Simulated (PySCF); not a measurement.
**Telling isomers of C$_{7}$H$_{10}$N$_{2}$ apart by NMR**

Non-relativistic, no solvent, averaged over atoms made equivalent by symmetry, fast rotation or ring inversion, one computed conformer. Structure optimised with GFN2-xTB; PBE0/pcSseg-1 with gauge-including orbitals; PySCF 2.14.

δ = σ(ref) − σ, references computed at the same level: 1H, 13C vs TMS. Where no couplings were computed, multiplicities follow the n + 1 count of equivalent neighbours, and m marks all less simple cases (inequivalent or close neighbours, rings, F or P nearby). Shifts are as computed. Against solution values, carbons near 30 ppm lie about +3 ppm off and those near 130 ppm about +5 ppm. Of 1211 compounds with measured shifts, 218 miss one by over three times the rms of a fit or turn the order of signals round; such compounds aren't used in these exercises.

(1) Tabulate the signals of `CC(C)(C)C(C#N)C#N`, `Cc1cncn1C1CC1` and their relative energies.

(2) What is the quickest way to tell CC(C)(C)C(C#N)C#N from Cc1cncn1C1CC1?

Results:

(1) 
```tsv
SMILES	carbon types	δC	δH	E rel. (kcal/mol)
CC(C)(C)C(C#N)C#N	3×C 1×CH 3×CH3	118.8, 38.8, 33.3, 28.6	3.01 (s, 1H), 1.32 (s, 9H)	5.5
Cc1cncn1C1CC1	1×C 3×CH 2×CH2 1×CH3	138.7, 133.5, 132.8, 27.2, 12.5, 8.4	7.13 (m, 1H), 6.97 (m, 1H), 3.07 (m, 1H), 2.38 (s, 3H), 0.94 (m, 2H), 0.86 (m, 2H)	0.0
```

Energies are electronic energies at PBE0/pcSseg-1 on these geometries, without zero-point or thermal terms, each for the one conformer computed, which needn't be the lowest.

(2) Count the carbon signals: 4 against 6. The first has a quaternary sp3 carbon (C) at 38.8 ppm, the second an aromatic CH between two ring heteroatoms at 138.7 ppm. Their most deshielded carbons lie at 118.8 and 138.7 ppm. In the proton spectra the most deshielded non-exchanging signals are 3.01 (s, 1H) and 7.13 (m, 1H).
